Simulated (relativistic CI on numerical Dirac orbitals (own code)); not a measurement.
# Pb XXXVI: sensitivity of the levels to the model

Base calculation: Dirac-Coulomb-Breit CI, separate exchange-only KLI orbitals for each configuration, QED by a radiative potential, unscaled Slater integrals.

CI space (outside the closed core [Ar] 3d10): 4s2 4p6 4d10 4f, 4s2 4p6 4d9 4f2, 4s2 4p6 4d10 5s, 4s2 4p5 4d10 4f2, 4s2 4p6 4d10 5p, 4s 4p6 4d10 4f2, 4s2 4p6 4d10 5d, 4s2 4p4 4d10 4f3, 4s2 4p6 4d9 4f 5s, 4s2 4p6 4d10 5f, 4s2 4p6 4d9 5s2, 4s2 4p6 4d8 4f2 5s, 4s2 4p6 4d9 4f 5p, 4s2 4p6 4d9 5s 5p, 4s2 4p6 4d10 5g, 4p6 4d10 4f3. Levels of other configurations are missing.

The lowest level and the first level of each name with at least 55 % of one term (blank where a level has no safe partner in the second run):

```csv
Level,Base (cm⁻¹),Shift (cm⁻¹)
4s2 4p6 4d10 4f 2F°_5/2,0,0
4s2 4p6 4d10 4f 2F°_7/2,59781,+2601
4s2 4p6 4d9 4f2 4F_3/2,1874399,+4118
4s2 4p6 4d9 4f2 4F_9/2,1949969,+7347
4s2 4p6 4d9 4f2 4K_15/2,1961347,+8840
4s2 4p6 4d9 4f2 4K_17/2,1986644,+10861
4s2 4p6 4d9 4f2 2D_3/2,2006491,+6053
4s2 4p6 4d9 4f2 2L_17/2,2035334,+11071
4s2 4p6 4d9 4f2 2F_7/2,2035773,+8571
4s2 4p6 4d9 4f2 2I_13/2,2040371,+10103
4s2 4p6 4d10 5s 2S_1/2,2040693,-4304
4s2 4p6 4d9 4f2 4I_15/2,2040807,+10320
4s2 4p6 4d9 4f2 2K_15/2,2102023,+9749
4s2 4p6 4d9 4f2 4K_11/2,2140815,+10132
```

At this charge energies of transitions that change n are usually good to better than 1 %, and those within a shell (Δn = 0) to a few per cent.

Q: One thing was changed in a second run, which moved the levels as shown. Which?
A. P86 correlation estimate
B. QED terms removed
C. configuration mixing switched off
D. Breit term removed

A: D. Breit term removed. The Breit term mainly narrows fine-structure intervals, so removing it widens them.

LS names give the leading component of a level, which can be under half, so a name can repeat, a term be missing and a line seem to break the LS rules.
